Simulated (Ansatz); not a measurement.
Two shapes of singlet Na4Cl4.

Shape 1:

```xyz
8

Na   -1.3100   -1.3100   -1.3100
Cl   -1.3100   -1.3100    1.3100
Cl   -1.3100    1.3100   -1.3100
Na   -1.3100    1.3100    1.3100
Cl    1.3100   -1.3100   -1.3100
Na    1.3100   -1.3100    1.3100
Na    1.3100    1.3100   -1.3100
Cl    1.3100    1.3100    1.3100
```

Shape 2:

```xyz
8

Na   -1.3586   -1.3157   -1.3200
Cl   -1.3233   -1.2619    1.3075
Cl   -1.3252    1.2684   -1.2868
Na   -1.2970    1.2618    1.3067
Cl    1.3495   -1.3055   -1.2797
Na    1.3368   -1.3087    1.2678
Na    1.3023    1.3510   -1.2824
Cl    1.3560    1.2904    1.3092
```

Basis set: def2-SVP (spherical functions). Frozen core: 24 orbitals. Charge 0, multiplicity 1.

Computed with Ansatz (development build ahead of 0.2.0); each method stands on the lowest determinant of its kind that the runs found.

Which shape is lower in energy, and by how much in each method?

```json
{"method": "RHF", "E(2) − E(1) (eV)": "0.063"}
{"method": "RHF-MP2", "E(2) − E(1) (eV)": "0.059"}
```

Shape 1 is lower.
